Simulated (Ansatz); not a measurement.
`CC[O][In]([CH3])[Cl]` and `CCOB(C)Cl` differ in one element.

Ansatz, PBE0-D4/def2-TZVP geometries, multiplicity 1. Each molecule was computed in one conformer, which needn't be the lowest.

Elements past krypton have def2 core potentials.

```tsv
property	`CC[O][In]([CH3])[Cl]`
HOMO energy (B3LYP/def2-TZVPP) / eV	-7.36
HOMO energy (ωB97M-V/def2-TZVPP) / eV	-9.99
HOMO–LUMO gap (PBE0/def2-TZVPP) / eV	6.40
size of the dipole moment (B3LYP/def2-TZVPP) / D	2.48
LUMO energy (PBE/def2-TZVPP) / eV	-2.07
HOMO energy (PBE/def2-TZVPP) / eV	-6.13
```

**Question.** Give the same properties after the change, and the shifts. (An estimate is asked.)

**Answer.** Ansatz gave: 
| property | `CCOB(C)Cl` | shift |
| --- | --- | --- |
| HOMO energy (B3LYP/def2-TZVPP) / eV | -8.38 | -1.02 |
| HOMO energy (ωB97M-V/def2-TZVPP) / eV | -10.93 | -0.94 |
| HOMO–LUMO gap (PBE0/def2-TZVPP) / eV | 8.93 | 2.53 |
| size of the dipole moment (B3LYP/def2-TZVPP) / D | 1.34 | -1.14 |
| LUMO energy (PBE/def2-TZVPP) / eV | -0.72 | 1.35 |
| HOMO energy (PBE/def2-TZVPP) / eV | -7.22 | -1.09 |

With PBE0 the HOMO falls by 1.05 eV and the LUMO rises by 1.48 eV, so the gap widens by about 2.53 eV. PBE moves the HOMO by -1.09 eV and ωB97M-V by -0.94 eV. Dipoles are sizes alone; their direction can turn.

B3LYP here is the variant with VWN-RPA as its local correlation; programs differ in this.
